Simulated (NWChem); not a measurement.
System: CH5Bi; SMILES [BiH2][CH3]

Input file for NWChem:

```
start job
memory heap 200 mb stack 900 mb global 1100 mb
geometry units angstroms noautoz
  Bi     0.034667     0.235240    -0.000249
  H     -1.246063     0.318090     1.289158
  H     -1.259768     0.317697    -1.275924
  C      0.010536    -2.070161     0.000221
  H      0.535670    -2.422887    -0.907060
  H     -1.030874    -2.436531     0.005813
  H      0.545276    -2.422615     0.901982
end
basis spherical
  * library def2-svp
end
ecp
  Bi library def2-ecp
end
dft
  xc scan
  iterations 150
  mulliken
end
task dft energy
```

The geometry was optimised at PBE-D3(BJ)/def2-SVP. def2 effective core potentials on Bi; no spin-orbit coupling.

### Question
Predict the main results of this run. (SCAN/def2-SVP with def2 effective core potentials on Bi.) Quantities: energy (Ha); highest occupied level (eV); orbital gap (eV); dipole (D).

### Answer
```yaml
energy (Ha): -255.74
highest occupied level (eV): -6.40
orbital gap (eV): 5.73
dipole (D): 0.87
```
